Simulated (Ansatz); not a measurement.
Reaction (cleavage of the Al–Si bond): `[AlH2][SiH2]P` + H₂Se → `[AlH2][SeH]` + `[SiH3]P`

Calculated with Ansatz (gas phase, PBE0-D4/def2-TZVP geometries, no zero-point term in ΔE). CCSD(T)/CBS adds triple-zeta CCSD(T) − MP2 to the extrapolated MP2 energy (def2 sets, frozen cores). This one scheme is used for every species. Functionals use def2-TZVPP. HSE06 is defined as in plane-wave codes. For Se outer-core shells are correlated without core-valence functions, which leaves a few kJ/mol of doubt a bond. Scalar relativity is left out up to krypton. Each species was taken in one conformer, which may not be the lowest.

`[AlH2][SiH2]P`:

Z-matrix (Å, degrees):
```
Si
P 1 2.268
Al 1 2.455 2 109.4
H 1 1.494 2 105.2 3 -117.5
H 1 1.491 2 112.2 3 126.6
H 2 1.421 1 95.3 3 -162.8
H 2 1.422 1 94.4 3 -69.1
H 3 1.589 1 121.4 2 128.5
H 3 1.588 1 119.3 2 -51.0
```

H₂Se:

Cartesian coordinates in Å:
```
Se 0.189 -0.566 -0.336
H 0.729 0.179 0.807
H -0.918 0.386 -0.472
```

`[AlH2][SeH]`:

```xyz
5

Al   -0.169   -0.534   -0.426
Se   -0.456    0.935    1.339
H    -1.312   -1.603   -0.638
H     1.124   -0.415   -1.326
H     0.813    1.617    1.051
```

`[SiH3]P`:

```xyz
7

Si    0.700    0.124   -0.407
P    -1.145   -0.879    0.415
H     0.628    0.072   -1.890
H     1.884   -0.651    0.046
H     0.857    1.539    0.020
H    -1.999    0.205    0.078
H    -0.926   -0.410    1.738
```

CCSD(T)/CBS gives -1.30 eV.

Question: Another level gave -1.20 eV. Which?
A. ωB97M-V/def2-TZVPP
B. HSE06-D4/def2-TZVPP
C. HF/def2-TZVPP
D. PBE-D4/def2-TZVPP

Answer: B. HSE06-D4 -1.20, ωB97M-V -1.32, HF/def2-TZVPP -1.41, PBE-D4 -1.15 eV.

Largest T1 diagnostic among the species: 0.014.

Leaving LDA and LC-ωPBE aside and taking each functional with its dispersion term where it has one, the values, not all of them listed here, spread over 0.18 eV, from ωB97M-V to revPBE-D4. From BLYP to BHLYP (50 % exact exchange), in def2-TZVPP and without D4, ΔE moves by −0.10 eV. In def2-TZVPP, CCSD(T) changes the Hartree–Fock value by +0.14 eV (the triples alone add +0.01 eV) and MP2 by +0.03 eV.
